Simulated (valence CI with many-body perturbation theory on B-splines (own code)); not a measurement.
## Bi⁷⁷⁺: one-electron terms

Method: relativistic CI+MBPT: four valence electrons over a frozen Dirac-Fock core [He], radial functions for each j: 11 s, 11 p, 10 d, 8 f, 5 g, 2 h, with the one-electron correlation potential Σ1, the two-electron term Σ2, the three-electron term Σ3, Breit, model QED; selected CI, second order for the rest, scaled by the run's own slope (own B-spline code, finite nucleus).

The last digits are not significant, and no measured levels were compared; by estimate large intervals hold to a few tenths of a per cent, small ones and those within an open d or f shell to about a per cent. Among the levels kept, up to 1100 cm⁻¹ of a level comes from second order outside the variational space, and about a tenth of that is noise between levels of different J, which matters for small intervals.

These are the spectroscopic orbitals of the CI (the correlating ones are not listed), shaped by the core and the other valence electrons. h is the expectation value of the core's Dirac-Fock operator, without the valence repulsion; Σ1 is computed up to l = 3 at one energy for each symmetry, that of its lowest orbital but kept below the first core excitation, so for empty shells it is not the orbital's own correlation shift; Breit and QED include the response of the core.

| Orbital | h (hartree) | Σ1 (cm⁻¹) | Breit (cm⁻¹) | QED (cm⁻¹) | ⟨r⟩ (bohr) |
| --- | --- | --- | --- | --- | --- |
| 2s1/2 | -944.75 | -1673 | 188700 | 244868 | 0.06375 |
| 3s1/2 | -406.87 | -431 | 51557 | 70173 | 0.1507 |
| 4s1/2 | -223.83 | -170 | 20147 | 28532 | 0.2767 |
| 5s1/2 | -141.09 | -84.0 | 9990 | 14263 | 0.4410 |
| 6s1/2 | -96.914 | -47.5 | 5659 | 8114 | 0.6437 |
| 7s1/2 | -70.624 | -29.5 | 3511 | 5047 | 0.8846 |
| 2p1/2 | -935.9 | -5151 | 382478 | 20652 | 0.05196 |
| 3p1/2 | -404.41 | -1207 | 99716 | 4320 | 0.1398 |
| 4p1/2 | -222.84 | -467 | 38599 | 1659 | 0.2663 |
| 5p1/2 | -140.59 | -229 | 19042 | 813 | 0.4312 |
| 6p1/2 | -96.632 | -129 | 10760 | 458 | 0.6346 |
| 7p1/2 | -70.448 | -79.7 | 6667 | 283 | 0.8762 |
| 2p3/2 | -840.92 | -2597 | 111366 | 38617 | 0.06030 |
| 3p3/2 | -376.13 | -619 | 31642 | 10238 | 0.1517 |
| 4p3/2 | -211.02 | -243 | 16495 | 4150 | 0.2822 |
| 5p3/2 | -134.6 | -120 | 8315 | 2082 | 0.4511 |
| 6p3/2 | -93.195 | -68.0 | 4762 | 1190 | 0.6586 |
| 7p3/2 | -68.298 | -42.3 | 2980 | 744 | 0.9040 |
| 3d3/2 | -375.34 | -279 | 3494 | -129 | 0.1275 |
| 4d3/2 | -210.69 | -123 | 1934 | 126 | 0.2585 |
| 5d3/2 | -134.43 | -63.9 | 920 | 100 | 0.4279 |
| 6d3/2 | -93.096 | -37.2 | 557 | 68.3 | 0.6359 |
| 7d3/2 | -68.236 | -23.5 | 360 | 46.8 | 0.8819 |
| 3d5/2 | -367.82 | -222 | 1104 | 3101 | 0.1314 |
| 4d5/2 | -207.49 | -96.5 | 615 | 1468 | 0.2633 |
| 5d5/2 | -132.79 | -50.0 | 285 | 784 | 0.4337 |
| 6d5/2 | -92.149 | -29.1 | 173 | 463 | 0.6428 |
| 7d5/2 | -67.64 | -18.4 | 112 | 295 | 0.8898 |
| 4f5/2 | -207.41 | -21.0 | 20.1 | -367 | 0.2259 |
| 5f5/2 | -132.76 | -12.1 | 16.7 | -175 | 0.3966 |
| 6f5/2 | -92.127 | -7.4 | 9.9 | -97.1 | 0.6058 |
| 7f5/2 | -67.627 | -4.8 | 7.0 | -59.5 | 0.8533 |
| 4f7/2 | -205.89 | -19.1 | 6.1 | 351 | 0.2285 |
| 5f7/2 | -131.97 | -10.9 | 5.1 | 193 | 0.3995 |
| 6f7/2 | -91.673 | -6.6 | 2.8 | 116 | 0.6092 |
| 7f7/2 | -67.341 | -4.3 | 2.0 | 74.7 | 0.8571 |
| 5g7/2 | -131.96 |  | 0.1 | -121 | 0.3485 |
| 6g7/2 | -91.666 |  | 0.1 | -70.1 | 0.5583 |
| 7g7/2 | -67.337 |  | 0.1 | -44.0 | 0.8064 |
| 5g9/2 | -131.5 |  | 0.0 | 97.2 | 0.3505 |
| 6g9/2 | -91.398 |  | 0.0 | 56.9 | 0.5604 |
| 7g9/2 | -67.168 |  | 0.0 | 36.1 | 0.8088 |
| 6h9/2 | -91.398 |  |  |  | 0.4964 |
| 6h11/2 | -91.22 |  |  |  | 0.4979 |

Among the shells of the start configuration 2s2 2p2, Σ1 is largest in size for 2p1/2, where it is 0.0025 % of h.

Lowest root of each symmetry, sizes in configuration state functions:

```tsv
J	Parity	Roots	Reference	Variational	Second order	Change by selected CI (cm⁻¹)	Change by second order (cm⁻¹)
0	even	17	53	27302	26106	-31504	0
1	even	30	124	31999	130225	-25080	-158
2	even	32	150	32000	237311	-26427	-317
3	even	18	123	31998	233355	-21895	-365
4	even	7	83	31999	181168	-22259	-127
5	even	2	46	21138	60407	-19900	-13
0	odd	14	49	24980	26177	-29009	-1
1	odd	31	127	32000	130392	-34339	-164
2	odd	30	147	31999	237111	-28417	-311
3	odd	18	122	31991	258753	-24153	-386
4	odd	6	82	32000	156929	-20949	-100
5	odd	1	45	17219	66113	-27763	-12
```
